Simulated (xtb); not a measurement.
xtb job for ethyl(silyl)silane (C₂H₁₀Si₂), SMILES CC[SiH2][SiH3], GFN2-xTB. 

```
$ xtb mol.xyz --gfn 2 --sp --chrg 0 --uhf 0 --json
$ cat mol.xyz
14

C      1.94462131    -0.83050244    -0.76982256
C      1.52962857     0.59553181    -0.42972791
Si     0.04120777     0.66263736     0.76284792
Si    -1.77436427    -0.46440819    -0.11767299
H      2.80008477    -0.83971736    -1.44443592
H      1.12791550    -1.36545539    -1.25222942
H      2.22032252    -1.37443054     0.13166072
H      2.38148749     1.11934459     0.00766967
H      1.28628551     1.12512135    -1.35329483
H      0.49118073     0.10220767     2.04766368
H     -0.22987866     2.08544245     1.02273820
H     -2.06727527    -0.07774297    -1.50252427
H     -3.00006321    -0.22024329     0.64678063
H     -1.59136742    -1.91991104    -0.13917475
```

Program output:

```
[banner left out]
          |                Calculation Setup                |
           -------------------------------------------------



           -------------------------------------------------
          |                 G F N 2 - x T B                 |
           -------------------------------------------------

        Reference                      10.1021/acs.jctc.8b01176
      * Hamiltonian:
        H0-scaling (s, p, d)           1.850000    2.230000    2.230000
        zeta-weighting                 0.500000
      * Dispersion:
        s8                             2.700000
        a1                             0.520000
        a2                             5.000000
        s9                             5.000000
      * Repulsion:
        kExp                           1.500000    1.000000
        rExp                           1.000000
      * Coulomb:
        alpha                          2.000000
        third order                    shell-resolved
        anisotropic                    true
        a3                             3.000000
        a5                             4.000000
        cn-shift                       1.200000
        cn-exp                         4.000000
        max-rad                        5.000000


          ...................................................
          :                      SETUP                      :
          :.................................................:
          :  # basis functions                  38          :
          :  # atomic orbitals                  36          :
          :  # shells                           20          :
          :  # electrons                        26          :
          :  max. iterations                   250          :
          :  Hamiltonian                  GFN2-xTB          :
          :  restarted?                      false          :
          :  GBSA solvation                  false          :
          :  PC potential                    false          :
          :  electronic temp.          300.0000000     K    :
          :  accuracy                    1.0000000          :
          :  -> integral cutoff          0.2500000E+02      :
          :  -> integral neglect         0.1000000E-07      :
          :  -> SCF convergence          0.1000000E-05 Eh   :
          :  -> wf. convergence          0.1000000E-03 e    :
          :  Broyden damping             0.4000000          :
          :  net charge                          0          :
          :  unpaired electrons                  0          :
          ...................................................

 iter      E             dE          RMSdq      gap      omega  full diag
   1    -12.8726674 -0.128727E+02  0.448E+00    4.90       0.0  T
   2    -12.9771618 -0.104494E+00  0.201E+00    4.43       1.0  T
   3    -12.9781276 -0.965805E-03  0.144E+00    4.46       1.0  T
   4    -12.9783895 -0.261875E-03  0.511E-01    4.47       1.0  T
   5    -12.9787551 -0.365644E-03  0.361E-01    4.48       1.0  T
   6    -12.9788551 -0.999778E-04  0.171E-01    4.48       1.0  T
   7    -12.9788821 -0.269684E-04  0.428E-02    4.47       1.0  T
   8    -12.9788830 -0.943899E-06  0.883E-03    4.47       3.0  T
   9    -12.9788830 -0.401837E-07  0.731E-03    4.47       3.7  T
  10    -12.9788831 -0.396905E-07  0.417E-03    4.47       6.4  T
  11    -12.9788831 -0.190173E-07  0.127E-03    4.47      21.0  T
  12    -12.9788831 -0.674605E-09  0.335E-04    4.47      79.7  T
  13    -12.9788831 -0.681055E-10  0.112E-04    4.47     238.0  T

   *** convergence criteria satisfied after 13 iterations ***

         #    Occupation            Energy/Eh            Energy/eV
      -------------------------------------------------------------
         1        2.0000           -0.7565637             -20.5871
       ...           ...                  ...                  ...
         7        2.0000           -0.4547686             -12.3749
         8        2.0000           -0.4364084             -11.8753
         9        2.0000           -0.4267962             -11.6137
        10        2.0000           -0.4252569             -11.5718
        11        2.0000           -0.4212083             -11.4617
        12        2.0000           -0.3958071             -10.7705
        13        2.0000           -0.3661513              -9.9635 (HOMO)
        14                         -0.2020123              -5.4970 (LUMO)
        15                         -0.2008401              -5.4651
        16                         -0.1806134              -4.9147
        17                         -0.1538712              -4.1870
        18                         -0.1459815              -3.9724
       ...                                ...                  ...
        36                          0.8042001              21.8834
      -------------------------------------------------------------
                  HL-Gap            0.1641391 Eh            4.4665 eV
             Fermi-level           -0.2840818 Eh           -7.7303 eV

 SCC (total)                   0 d,  0 h,  0 min,  0.017 sec
 SCC setup                      ...        0 min,  0.000 sec (  1.169%)
 Dispersion                     ...        0 min,  0.000 sec (  0.568%)
 classical contributions        ...        0 min,  0.000 sec (  0.192%)
 integral evaluation            ...        0 min,  0.002 sec ( 14.726%)
 iterations                     ...        0 min,  0.008 sec ( 50.818%)
 molecular gradient             ...        0 min,  0.005 sec ( 31.148%)
 printout                       ...        0 min,  0.000 sec (  0.928%)

         :::::::::::::::::::::::::::::::::::::::::::::::::::::
         ::                     SUMMARY                     ::
         :::::::::::::::::::::::::::::::::::::::::::::::::::::
         :: total energy             -12.817700821152 Eh    ::
         :: gradient norm              0.000097354474 Eh/a0 ::
         :: HOMO-LUMO gap              4.466451510274 eV    ::
         ::.................................................::
         :: SCC energy               -12.978861684457 Eh    ::
         :: -> isotropic ES            0.019583455342 Eh    ::
         :: -> anisotropic ES          0.004484645854 Eh    ::
         :: -> anisotropic XC          0.008297953597 Eh    ::
         :: -> dispersion             -0.008820054200 Eh    ::
         :: repulsion energy           0.161160863305 Eh    ::
         :: add. restraining           0.000000000000 Eh    ::
         :: total charge              -0.000000000000 e     ::
         :::::::::::::::::::::::::::::::::::::::::::::::::::::

           -------------------------------------------------
          |                Property Printout                |
           -------------------------------------------------

    * Orbital Energies and Occupations

         #    Occupation            Energy/Eh            Energy/eV
      -------------------------------------------------------------
         1        2.0000           -0.7565637             -20.5871
         2        2.0000           -0.6507066             -17.7066
         3        2.0000           -0.5949620             -16.1897
         4        2.0000           -0.5493155             -14.9476
         5        2.0000           -0.4951313             -13.4732
         6        2.0000           -0.4807265             -13.0812
         7        2.0000           -0.4547686             -12.3749
         8        2.0000           -0.4364084             -11.8753
         9        2.0000           -0.4267962             -11.6137
        10        2.0000           -0.4252569             -11.5718
        11        2.0000           -0.4212083             -11.4617
        12        2.0000           -0.3958071             -10.7705
        13        2.0000           -0.3661513              -9.9635 (HOMO)
        14                         -0.2020123              -5.4970 (LUMO)
        15                         -0.2008401              -5.4651
        16                         -0.1806134              -4.9147
        17                         -0.1538712              -4.1870
        18                         -0.1459815              -3.9724
        19                         -0.1276189              -3.4727
        20                         -0.0867444              -2.3604
        21                         -0.0820678              -2.2332
        22                         -0.0240513              -0.6545
        23                         -0.0125255              -0.3408
        24                          0.1569043               4.2696
       ...                                ...                  ...
        36                          0.8042001              21.8834
      -------------------------------------------------------------
                  HL-Gap            0.1641391 Eh            4.4665 eV
             Fermi-level           -0.2840818 Eh           -7.7303 eV

     #   Z          covCN         q      C6AA      α(0)
     1   6 C        3.764    -0.096    22.380     6.743
     2   6 C        3.697    -0.153    23.636     6.954
     3  14 Si       3.663     0.373   100.597    19.223
     4  14 Si       3.695     0.362   100.669    19.217
     5   1 H        0.925     0.029     2.604     2.524
     6   1 H        0.925     0.019     2.741     2.589
     7   1 H        0.925     0.022     2.704     2.572
     8   1 H        0.924     0.015     2.814     2.623
     9   1 H        0.924     0.009     2.912     2.668
    10   1 H        0.916    -0.108     5.850     3.783
    11   1 H        0.916    -0.116     6.145     3.877
    12   1 H        0.917    -0.115     6.140     3.876
    13   1 H        0.918    -0.124     6.502     3.988
    14   1 H        0.917    -0.116     6.165     3.884

 Mol. C6AA /au·bohr⁶  :       2499.271075
 Mol. C8AA /au·bohr⁸  :      84655.195712
 Mol. α(0) /au        :         84.521225


Wiberg/Mayer (AO) data.
largest (>0.10) Wiberg bond orders for each atom

 ---------------------------------------------------------------------------
     #   Z sym  total        # sym  WBO       # sym  WBO       # sym  WBO
 ---------------------------------------------------------------------------
     1   6 C    3.997 --     2 C    1.034     7 H    0.992     6 H    0.990
                             5 H    0.985
     2   6 C    3.975 --     1 C    1.034     9 H    0.985     8 H    0.985
                             3 Si   0.889
     3  14 Si   3.627 --    10 H    0.895    11 H    0.891     2 C    0.889
                             4 Si   0.851
     4  14 Si   3.658 --    13 H    0.903    14 H    0.900    12 H    0.900
                             3 Si   0.851
     5   1 H    0.999 --     1 C    0.985
     6   1 H    1.000 --     1 C    0.990
     7   1 H    1.000 --     1 C    0.992
     8   1 H    1.000 --     2 C    0.985
     9   1 H    1.000 --     2 C    0.985
    10   1 H    0.988 --     3 Si   0.895
    11   1 H    0.987 --     3 Si   0.891
    12   1 H    0.987 --     4 Si   0.900
    13   1 H    0.984 --     4 Si   0.903
    14   1 H    0.987 --     4 Si   0.900
 ---------------------------------------------------------------------------

Topologies differ in total number of bonds
Writing topology from bond orders to xtbtopo.mol

molecular dipole:
                 x           y           z       tot (Debye)
 q only:       -0.150       0.040       0.146
   full:        0.137       0.020      -0.040       0.365
molecular quadrupole (traceless):
                xx          xy          yy          xz          yz          zz
 q only:       -1.418      -1.035       0.588      -0.241      -0.316       0.830
  q+dip:       -1.324      -1.103       0.366      -0.348      -1.367       0.958
   full:       -0.931      -1.412       0.220      -1.151      -1.206       0.710
Note: The following floating-point exceptions are signalling: IEEE_UNDERFLOW_FLAG IEEE_DENORMAL
normal termination of xtb


           -------------------------------------------------
          | TOTAL ENERGY              -12.817700821152 Eh   |
          | GRADIENT NORM               0.000097354474 Eh/α |
          | HOMO-LUMO GAP               4.466451510274 eV   |
           -------------------------------------------------

------------------------------------------------------------------------
------------------------------------------------------------------------
 total:
 SCF:
```

Self-consistency was reached.

Cost: very roughly 0.06 core-seconds.
